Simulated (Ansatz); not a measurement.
Start from `[Br][InH2]` and change one atom or group to get `[Br][InH][Br]`.

Ansatz, PBE0-D4/def2-TZVP geometries, multiplicity 1. 

Elements past krypton have def2 core potentials. Scalar relativity is left out up to krypton.

| property | `[Br][InH2]` |
| --- | --- |
| zero-point energy (PBE0-D4/def2-TZVP) / kJ/mol | 32.9 |
| LUMO energy (ωB97M-V/def2-TZVPP) / eV | -0.52 |
| HOMO–LUMO gap (B3LYP/def2-TZVPP) / eV | 5.27 |
| HOMO–LUMO gap (PBE/def2-TZVPP) / eV | 3.86 |
| LUMO energy (B3LYP/def2-TZVPP) / eV | -2.32 |
| ideal-gas entropy at 298 K and 1 bar (rigid rotor, harmonic PBE0-D4/def2-TZVP) / J/(mol·K) | 288 |

Give the same properties after the change, and the shifts. (Best estimate.)

Computed: 
```
                                                                                  property  `[Br][InH][Br]`  shift
                                            zero-point energy (PBE0-D4/def2-TZVP) / kJ/mol             19.8  -13.1
                                                     LUMO energy (ωB97M-V/def2-TZVPP) / eV            -0.47   0.05
                                                     HOMO–LUMO gap (B3LYP/def2-TZVPP) / eV             5.80   0.53
                                                       HOMO–LUMO gap (PBE/def2-TZVPP) / eV             4.33   0.47
                                                       LUMO energy (B3LYP/def2-TZVPP) / eV            -2.30   0.02
ideal-gas entropy at 298 K and 1 bar (rigid rotor, harmonic PBE0-D4/def2-TZVP) / J/(mol·K)              336     48
```

B3LYP here is the variant with VWN-RPA as its local correlation; programs differ in this.

Spin–orbit coupling is left out; it splits and shifts lone-pair levels of the heavy atoms by tenths of an eV.
